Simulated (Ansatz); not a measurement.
Input file for Ansatz (a first-principles code): R-wB97M-V/def2-TZVPPD on H6SeSi (a complex), monomers drawn apart or pushed together. Files ending in .json are basis or fitting sets from the Basis Set Exchange.

Ansatz 0.2 input:
```yaml
crystal:
  periodic: [false, false, false]
  atoms:
    - {symbol: Si, position_ang: [0.19509267, -0.00970973, 0.03556828]}
    - {symbol: H, position_ang: [-0.61411930, -1.17604210, 0.45011041]}
    - {symbol: H, position_ang: [-0.44401611, 1.23783362, 0.51022605]}
    - {symbol: H, position_ang: [0.27286745, 0.02523825, -1.44509722]}
    - {symbol: H, position_ang: [1.56163333, -0.11595340, 0.59032957]}
    - {symbol: Se, position_ang: [-0.35389293, 0.07357810, 7.01403971]}
    - {symbol: H, position_ang: [0.06548132, 1.47555802, 6.87174242]}
    - {symbol: H, position_ang: [-1.74802256, 0.42544380, 6.70750106]}
basis:
  gaussian:
    orbitals: def2-TZVPPD.json
hamiltonian:
  xc: {name: wB97M-V}
scf: {lower_state_search: off}
```

Program output:

```
Functional definition: wB97M-V
[...]
these checks for a lower state are left out or cut short: stability, starts, cluster_reference, orbital_swaps, neighbouring_geometries, increment
integrals: 0.14 GiB planned
1101 factors; their error is unknown
integrals: 0.18 GiB planned
309 factors; integrals over basis functions are off by at most 3.8e-5 eV
mean field: 1.19 GiB planned
mean field evaluation 1: about -73319.2205 eV, gradient 1.0e1 eV
mean field evaluation 2: about -73319.5679 eV, gradient 3.5e0 eV
mean field evaluation 4: about -73319.6105 eV, gradient 5.7e-1 eV
mean field evaluation 8: about -73319.7893 eV, gradient 4.3e-3 eV
mean field evaluation 16: about -73319.7893 eV, gradient 3.5e-6 eV
mean field -73319.78926928 eV, -2694.4525577079 hartree, gradient 3.5e-6 eV, S^2 0.000000; 0 other end points of the search recorded, 0 dependent functions left out
reference -73319.78935104 eV, -2694.4525607125 hartree; 27, 27 occupied and 180, 180 virtual orbitals, 1101 factors
Total energy: -73319.78935104 eV, -2694.4525607125 hartree
Checks for a lower state left out: stability, starts, cluster_reference, orbital_swaps, neighbouring_geometries, increment
```

The calculation finished and met its thresholds.

Cost: roughly 6 core-seconds.
